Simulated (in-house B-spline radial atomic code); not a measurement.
**Fe⁸⁺: [Ne] 3s2 3p6**

Level of theory: non-relativistic M06-2X, spin-polarised, spherical fractional occupations, point nucleus; calculated with a B-spline radial code for spherical atoms.

Effective charges: Z_r = [3n² - l(l+1)]/(2<r>) from the radius, Z_e = n√(-2ε) from the energy, and Slater's rules. Values are occupation-weighted means over spin.

```tsv
shell	electrons	ε (eV)	<r> (bohr)	Z_r	Z_e	Slater
1s	2	-7201	0.05922	25.33	23.01	25.70
2s	2	-1020.6	0.269	22.31	17.32	21.85
2p	6	-907.75	0.2353	21.25	16.34	21.85
3s	2	-264.33	0.7546	17.89	13.22	14.75
3p	6	-227.45	0.7627	16.39	12.27	14.75
```

The least bound orbital is 3p at -227.4 eV, and it is also the most diffuse (<r> = 0.7627 bohr).
